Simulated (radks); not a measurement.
Species: Sb3-. Configuration: [Xe]. All-electron calculation, scalar-relativistic Kohn-Sham, r2SCAN, spin-polarised, spherical densities, finite nucleus; meta-GGA in the generalised Kohn-Sham scheme; Fermi nuclear charge, rms radius 4.6802 fm; Watson sphere of charge +3 and radius 3.19 bohr. Program: a radial shooting solver on a logarithmic mesh with Libxc functionals. Some entries of the table are withheld. Estimate them.

orbital  occ.  eigenvalue (hartree)  <r^2> (bohr^2)  <r> (bohr)
1s          2                   (1)        0.001094     0.02843
2s          2             -170.2887         0.01772      0.1226
2p          6             -152.7563         0.01402         (2)
3s          2                   (3)          0.1244      0.3298
3p          6             -27.80661          0.1250      0.3283
3d         10             -19.04088             (4)      0.3054
4s          2              -5.53992          0.7098      0.7925
4p          6              -3.77118          0.8317         (5)
4d         10              -1.19607           1.278       1.037
5s          2              -0.50042           6.449       2.378
5p          6                   (6)           10.36       3.013

Answer. 
(1) 1s eigenvalue (hartree): -1115.621
(2) 2p <r> (bohr): 0.1071
(3) 3s eigenvalue (hartree): -33.56187
(4) 3d <r^2> (bohr^2): 0.1106
(5) 4p <r> (bohr): 0.8537
(6) 5p eigenvalue (hartree): -0.23027
